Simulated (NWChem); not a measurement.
InHSeCl$_{2}$; SMILES [Cl][In]([SeH])[Cl]

```xyz
5

In     0.0108    -0.3833     0.0000
Cl     1.9649    -1.6591     0.0000
Cl    -2.0034    -1.5708     0.0000
Se     0.0457     2.1047     0.0000
H     -1.4276     2.1310     0.0000
```
Atoms are numbered in this order, from 1.

Structure relaxed at the PBE0/def2-SVP level. No frequency run checked for a minimum. def2 effective core potentials on In; no spin-orbit coupling.

Symmetry labels are those of Cs in the frame above (b1 and b2, or b-type labels, depend on it).

**Question.** List the 4 lowest vertical singlet excitations from B3LYP/def2-SVPD with def2 effective core potentials on In, TDA (NWChem).

**Answer.** 
```csv
state,energy (eV),oscillator strength,symmetry,leading excitation (squared amplitude)
S1,3.64,0.008,a",HOMO → LUMO (0.99)
S2,4.73,0.026,a',HOMO−1 → LUMO (0.60)
S3,4.80,0.016,a',HOMO−2 → LUMO (0.95)
S4,4.85,0.000,a",HOMO−3 → LUMO (0.99)
```
